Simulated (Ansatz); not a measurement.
C$_{2}$H$_{8}$SSi$_{2}$, SMILES `C=C[SiH2]S[SiH3]` from Hartree–Fock to CCSD(T)

```xyz
13

C     1.116   -0.039   -2.782
C     1.176    0.391   -1.524
Si    0.164   -0.372   -0.175
S    -1.170    1.112    0.608
Si   -1.381    0.269    2.557
H     1.709    0.408   -3.575
H     0.468   -0.861   -3.074
H     1.837    1.222   -1.285
H     1.012   -0.856    0.949
H    -0.597   -1.519   -0.736
H    -0.131    0.422    3.345
H    -2.487    1.002    3.220
H    -1.717   -1.177    2.474
```

Charge 0, multiplicity 1. Geometry: relaxed with PBE0-D4/def2-TZVP. It is one conformer, not always the lowest. Frozen core, restricted reference, Ansatz. CBS rows extrapolate triple and quadruple zeta; past MP2 they add the triple-zeta difference.

| basis | HF (Eh) | MP2 corr. |
| --- | --- | --- |
| def2-SVP | -1055.45340 | -0.59411 |
| def2-TZVPP | -1055.88830 | -0.75025 |
| def2-QZVPP | -1055.92111 | -0.80578 |

Estimate the CCSD correlation energy and the (T) correction in each basis where they were run (hartree).


```tsv
basis	CCSD corr.	(T)
def2-SVP	-0.66816	-0.02172
def2-TZVPP	-0.81950	-0.03607
CBS(def2)	-0.91617	as TZ
```
